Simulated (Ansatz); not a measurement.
Total energies of C8H14ClNOTi (`C[O][Ti]1234([Cl])([N](C)C)[C@H]5[C@@H]1[C@@H]2[C@@H]3[C@H]54`).

Z-matrix (Å, degrees):
```
Ti
C 1 2.361
C 1 2.419 2 57.1
C 1 2.909 2 77.2 3 -171.7
N 1 1.883 2 88.1 3 165.7
C 1 2.373 2 34.6 3 -77.8
C 1 2.366 2 34.7 3 37.5
O 1 1.773 2 122.1 3 62.9
Cl 1 2.282 2 127.5 3 -90.7
C 1 2.963 2 96.6 3 144.0
C 1 2.412 2 57.2 3 -40.4
H 2 1.079 1 118.0 3 -159.6
H 3 1.080 1 119.2 2 159.2
H 4 1.101 1 121.1 2 -31.3
H 4 1.091 1 78.1 2 73.3
H 4 1.098 1 126.7 2 175.8
H 6 1.080 1 118.4 2 -122.4
H 7 1.080 1 118.0 2 121.8
C 8 1.386 1 152.8 2 -44.4
H 10 1.099 1 126.5 2 137.0
H 10 1.101 1 120.3 2 -12.2
H 10 1.089 1 79.8 2 -117.8
H 11 1.078 1 118.6 2 -158.7
H 19 1.095 8 109.9 1 142.0
H 19 1.097 8 111.2 1 21.9
H 19 1.095 8 110.3 1 -98.6
```

The species carries charge 0 and has multiplicity 1. Correlated methods include outer-core shells of Ti, which these sets cover unevenly. Scalar relativity is left out up to krypton. All single points use the PBE0-D4/def2-TZVP geometry. It is one conformer, not always the lowest. Basis def2-TZVPP, the Gaussian-basis code of Ansatz.

RPA on PBE orbitals: Hartree–Fock energy of these orbitals -1748.43294 Eh, correlation -3.87998 Eh (frozen core).

```tsv
functional	energy without D4 (Eh)	D4 term (kJ/mol)
LDA (SPW92)	-1745.88396	–
revPBE	-1752.95097	-225.5
BLYP	-1753.10221	-168.7
r2SCAN	-1752.97090	-23.5
B97M-V	-1752.93517	–
PBE0	-1752.38587	-70.1
B3LYP	-1753.30147	-126.7
r2SCANh	-1752.92976	-24.9
r2SCAN0	-1752.87233	-27.2
BHLYP	-1752.93636	-97.5
CAM-B3LYP	-1753.06927	-71.9
LC-ωPBE	-1752.65708	–
ωB97X-V	-1752.94231	–
ωB97M-V	-1752.98886	–
```

(1) Give the same for PBE, HSE06 (plane-wave form), B2PLYP, PBE-QIDH. (Best estimate.)

B3LYP takes the VWN-RPA correlation (the form of Gaussian; ORCA's B3LYP/G). HSE06 is the plane-wave form, built on full-range PBE exchange. The double hybrids freeze the cores in their second-order part.

Results:

(1) The calculation gave: 
```json
{"functional": "PBE", "energy without D4 (Eh)": "-1752.30299", "D4 term (kJ/mol)": "-80.5"}
{"functional": "HSE06 (plane-wave form)", "energy without D4 (Eh)": "-1752.34516", "D4 term (kJ/mol)": "-65.8"}
{"functional": "B2PLYP", "energy without D4 (Eh)": "-1752.60170", "D4 term (kJ/mol)": "–"}
{"functional": "PBE-QIDH", "energy without D4 (Eh)": "-1752.13759", "D4 term (kJ/mol)": "–"}
```

LC-ωPBE has ω = 0.4 bohr⁻¹.
